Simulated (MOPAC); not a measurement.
A run for MOPAC: PM7 on C2H6OSi (a complex), monomers drawn apart or pushed together.

```
PM7 1SCF PRECISE CHARGE=0 THREADS=1
C2H6OSi

C      0.50698490 1    -0.51613621 1     0.12668208 1
O      1.02715108 1     0.04598754 1    -0.69681526 1
C     -1.51081463 1    -0.93816930 1     6.48953401 1
Si    -0.64478942 1     0.71229533 1     6.29261265 1
H     -1.51495603 1    -1.48272505 1     5.54442530 1
H     -2.54539587 1    -0.79854602 1     6.80820233 1
H     -1.00764927 1    -1.55431179 1     7.23692529 1
H      0.76189522 1     0.52233507 1     5.86093166 1
H     -0.63764151 1     1.45727029 1     7.57603903 1
H     -1.32840692 1     1.54940105 1     5.27620725 1
```

The log:

```
*******************************************************************************
 **                                                                           **
 **                              MOPAC v23.2.5                                **
 **                                                                           **
 *******************************************************************************
 ** MOPAC's Digital Object Identifier: https://doi.org/10.5281/zenodo.6511958 **
 **                                                                           **
 ** Please cite the open-source release paper for use of this MOPAC version:  **
 ** J. E. Moussa and J. J. P. Stewart (2026)                                  **
 ** MOPAC: An open-source semiempirical molecular orbital program             **
 ** J. Open Source Softw., 11(119), 8025, https://doi.org/10.21105/joss.08025 **
 *******************************************************************************

                              PM7 CALCULATION RESULTS

 *******************************************************************************
 *  PM7        - The PM7 Hamiltonian to be used
 *
 *
 *
 *                 CHARGE ON SYSTEM = 0
 *
 *
 *
 *  PRECISE    - TIGHTER CRITERIA TO BE USED
 *  1SCF       - DO 1 SCF AND THEN STOP
 *  THREADS=1  - MULTI-THREADING NOT USED
 *  T=         - A TIME OF 172800.0 SECONDS REQUESTED
 *  DUMP=N     - RESTART FILE WRITTEN EVERY 7200.0 SECONDS REQUESTED
 *******************************************************************************
PM7 1SCF PRECISE CHARGE=0 THREADS=1
 C2H6OSi

   ATOM   CHEMICAL          X               Y               Z
  NUMBER   SYMBOL      (ANGSTROMS)     (ANGSTROMS)     (ANGSTROMS)

     1       C          0.50698490  *  -0.51613621  *   0.12668208  *
     2       O          1.02715108  *   0.04598754  *  -0.69681526  *
     3       C         -1.51081463  *  -0.93816930  *   6.48953401  *
     4      Si         -0.64478942  *   0.71229533  *   6.29261265  *
     5       H         -1.51495603  *  -1.48272505  *   5.54442530  *
     6       H         -2.54539587  *  -0.79854602  *   6.80820233  *
     7       H         -1.00764927  *  -1.55431179  *   7.23692529  *
     8       H          0.76189522  *   0.52233507  *   5.86093166  *
     9       H         -0.63764151  *   1.45727029  *   7.57603903  *
    10       H         -1.32840692  *   1.54940105  *   5.27620725  *



          CARTESIAN COORDINATES

    NO.       ATOM           X           Y           Z

     1         C          0.5070     -0.5161      0.1267
     2         O          1.0272      0.0460     -0.6968
     3         C         -1.5108     -0.9382      6.4895
     4        Si         -0.6448      0.7123      6.2926
     5         H         -1.5150     -1.4827      5.5444
     6         H         -2.5454     -0.7985      6.8082
     7         H         -1.0076     -1.5543      7.2369
     8         H          0.7619      0.5223      5.8609
     9         H         -0.6376      1.4573      7.5760
    10         H         -1.3284      1.5494      5.2762

 General Reference for PM7:
 "Optimization of Parameters for Semiempirical Methods VI: More Modifications to the
 NDDO Approximations and Re-optimization of Parameters", J. J. P. Stewart, J. Mol. Mod., 1:32, 19 (2013)
 https://link.springer.com/article/10.1007/s00894-012-1667-x

           Empirical Formula: C2 H6 O Si  =    10 atoms



      MOLECULAR POINT GROUP   :   Cs


      RHF CALCULATION, NO. OF DOUBLY OCCUPIED LEVELS = 12


 -------------------------------------------------------------------------------
 PM7 1SCF PRECISE CHARGE=0 THREADS=1
 C2H6OSi



     1SCF WAS SPECIFIED, SO BFGS WAS NOT USED
     SCF FIELD WAS ACHIEVED


                              PM7 CALCULATION
                                                       MOPAC v23.2.5 Linux




          FINAL HEAT OF FORMATION =        -23.21185 KCAL/MOL =     -97.11840 KJ/MOL


          COSMO AREA              =        154.54 SQUARE ANGSTROMS
          COSMO VOLUME            =        124.17 CUBIC ANGSTROMS

          IONIZATION POTENTIAL    =         11.864112 EV
          HOMO LUMO ENERGIES (EV) =        -11.864  1.668
          NO. OF FILLED LEVELS    =         12
          MOLECULAR WEIGHT        =         74.1543         POINT GROUP:  Cs

          MOLECULAR DIMENSIONS (Angstroms)

            Atom       Atom       Distance
            H     9    O     2     8.55590
            H     7    H    10     3.44006
            H     6    H     8     3.31000


          SCF CALCULATIONS        =          1





   ATOM   CHEMICAL          X               Y               Z
  NUMBER   SYMBOL      (ANGSTROMS)     (ANGSTROMS)     (ANGSTROMS)

     1       C          0.50698490  *  -0.51613621  *   0.12668208  *
     2       O          1.02715108  *   0.04598754  *  -0.69681526  *
     3       C         -1.51081463  *  -0.93816930  *   6.48953401  *
     4      Si         -0.64478942  *   0.71229533  *   6.29261265  *
     5       H         -1.51495603  *  -1.48272505  *   5.54442530  *
     6       H         -2.54539587  *  -0.79854602  *   6.80820233  *
     7       H         -1.00764927  *  -1.55431179  *   7.23692529  *
     8       H          0.76189522  *   0.52233507  *   5.86093166  *
     9       H         -0.63764151  *   1.45727029  *   7.57603903  *
    10       H         -1.32840692  *   1.54940105  *   5.27620725  *

                             CARTESIAN COORDINATES

   1    C        0.506984900    -0.516136210     0.126682080
   2    O        1.027151080     0.045987540    -0.696815260
   3    C       -1.510814630    -0.938169300     6.489534010
   4   Si       -0.644789420     0.712295330     6.292612650
   5    H       -1.514956030    -1.482725050     5.544425300
   6    H       -2.545395870    -0.798546020     6.808202330
   7    H       -1.007649270    -1.554311790     7.236925290
   8    H        0.761895220     0.522335070     5.860931660
   9    H       -0.637641510     1.457270290     7.576039030
  10    H       -1.328406920     1.549401050     5.276207250


           Empirical Formula: C2 H6 O Si  =    10 atoms



      MOLECULAR POINT GROUP   :   Cs


                  EIGENVALUES
 -33.19505 -25.53782 -19.77203 -17.13960 -15.34792 -15.34783 -14.36590 -14.34634
 -12.28026 -12.18475 -12.18377 -11.86411   1.66849   1.66875   1.75097   2.51521
   2.51980   5.64924   5.66196   5.66553   6.91169   8.02966  21.16274  21.16521
  21.99479  21.99936  22.43424


              NET ATOMIC CHARGES AND DIPOLE CONTRIBUTIONS

  ATOM NO.   TYPE          CHARGE      No. of ELECS.   s-Pop       p-Pop       d-Pop
    1          C           0.427673        3.5723     1.78085     1.79148
    2          O          -0.427673        6.4277     1.82403     4.60364
    3          C          -0.643577        4.6436     1.04846     3.59512
    4         Si           0.047850        3.9522     0.90299     2.90998     0.13918
    5          H           0.170154        0.8298     0.82985
    6          H           0.171362        0.8286     0.82864
    7          H           0.171361        0.8286     0.82864
    8          H           0.027201        0.9728     0.97280
    9          H           0.028498        0.9715     0.97150
   10          H           0.027151        0.9728     0.97285
 DIPOLE           X         Y         Z       TOTAL
 POINT-CHG.    -0.870    -0.770     1.660     2.026
 HYBRID         0.335     0.008    -1.115     1.164
 SUM           -0.535    -0.762     0.545     1.078


          ATOMIC ORBITAL ELECTRON POPULATIONS

     Atom    s        px        py        pz      x^2-y^2     xz        z^2       yz        xy
    1  C   1.78085   0.54339   0.55935   0.68873
    2  O   1.82403   1.54106   1.53905   1.52353
    3  C   1.04846   1.19380   1.21765   1.18366
    4 Si   0.90299   0.99253   0.88474   1.03271   0.03615   0.01509   0.02014   0.04119   0.02661
    5  H   0.82985
    6  H   0.82864
    7  H   0.82864
    8  H   0.97280
    9  H   0.97150
   10  H   0.97285

 **********************
 *                    *
 * JOB ENDED NORMALLY *
 *                    *
 **********************




 == MOPAC DONE ==
```

The run finished.

Cost: roughly 0.03 core-seconds.
